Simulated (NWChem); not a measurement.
## Total energies of CH$_{5}$Si

```
C
H 1 1.1013
H 1 1.1013 2 108.13
H 1 1.1042 2 108.04 3 -116.70
Si 1 1.8929 2 110.94 3 121.87
H 5 1.4971 1 111.67 2 58.50
H 5 1.4971 6 109.35 1 -124.10
```
Charge 0, spin multiplicity 2.

All runs are NWChem calculations. The geometry was optimised at UB3LYP/def2-SVP, a minimum by its harmonic frequencies.

Basis set: cc-pVTZ (134 functions).

```csv
method,total energy (Ha),relative cost
UHF,-329.70016,1
UMP2,-329.99200,under 3
UB2PLYP,-330.41425,under 3
UPBE,-330.36398,under 3
UB3LYP,-330.60787,under 3
UBHandHLYP,-330.55282,under 3
```

Total energies of different functionals aren't comparable as a measure of quality: only differences taken within one method are. Relative cost: rough, from shared machines, SCF included, UHF = 1.

The correlated methods keep 6 core orbitals frozen. B3LYP has NWChem's definition, with VWN1-RPA local correlation. The structure started from a generated list of species. The unpaired electrons of the parent sit in orbitals of symmetry a' (Cs labels of the run); other states weren't searched. The stability of the SCF solutions was not checked. Open-shell Hartree-Fock references start from PBE0 orbitals; any time given for them includes that run.
